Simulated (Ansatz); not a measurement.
C6H12BO2 (SMILES CC1(C)O[B]OC1(C)C), doublet, at a GFN2-xTB geometry. Base run: PBE/STO-3G (Ansatz, a quantum-chemistry and plane-wave program).

The Ansatz input:
Ansatz 0.2 input:
```yaml
crystal:
  periodic: [false, false, false]
  atoms:
    - {symbol: C, position_ang: [1.48710897, 1.20539539, -0.61618094]}
    - {symbol: C, position_ang: [0.77466121, -0.07431944, -0.17081065]}
    - {symbol: C, position_ang: [1.27822759, -1.24732067, -1.00515083]}
    - {symbol: O, position_ang: [1.14641932, -0.29412177, 1.21015392]}
    - {symbol: B, position_ang: [0.09393638, 0.01824653, 1.99808540]}
    - {symbol: O, position_ang: [-1.02808914, 0.31710664, 1.30680277]}
    - {symbol: C, position_ang: [-0.78733229, 0.07185816, -0.09871123]}
    - {symbol: C, position_ang: [-1.53732232, -1.21514900, -0.45188832]}
    - {symbol: C, position_ang: [-1.36795313, 1.22989207, -0.90336734]}
    - {symbol: H, position_ang: [2.55859468, 1.06595559, -0.49202134]}
    - {symbol: H, position_ang: [1.18462008, 2.04516570, 0.00410776]}
    - {symbol: H, position_ang: [1.27837026, 1.42611539, -1.65918394]}
    - {symbol: H, position_ang: [0.92367057, -2.19405612, -0.61047442]}
    - {symbol: H, position_ang: [2.36503208, -1.25741367, -0.97697224]}
    - {symbol: H, position_ang: [0.95426780, -1.14070787, -2.03743575]}
    - {symbol: H, position_ang: [-2.59255428, -1.07255202, -0.23032048]}
    - {symbol: H, position_ang: [-1.42716054, -1.45501693, -1.50567776]}
    - {symbol: H, position_ang: [-1.17725806, -2.04373567, 0.15248709]}
    - {symbol: H, position_ang: [-0.97874581, 2.18335811, -0.56101033]}
    - {symbol: H, position_ang: [-1.14217070, 1.10420896, -1.95937607]}
    - {symbol: H, position_ang: [-2.44732959, 1.24142792, -0.77354717]}
basis:
  gaussian:
    orbitals: STO-3G
hamiltonian:
  xc: pbe
magnetization: {spin_polarized: true, initial_magnetization: 1}
```

Each row names what was changed in the base input (with any setting that the change needs).

```
change                                                        ΔE vs base (mEh)
------------------------------------------------------------  ----------------
base                                                                     0.000
lower_state_search = light                                               0.000
lower_state_search = full                                                0.000
lower_state_search = off                                                 0.000
nuclear_model = gaussian                                                 0.030
point_charge = charge:0.5 position_ang:5.6008, 1.209, 0.2486            -0.493
final_grid = 10, 20, 41                                                  0.000
final_grid = 6, 12, 29                                                  -0.026
accuracy = high                                                          0.002
forces = on                                                              0.000
fitting.mean_field = cc-pVTZ-JKFIT                                      -0.426
```
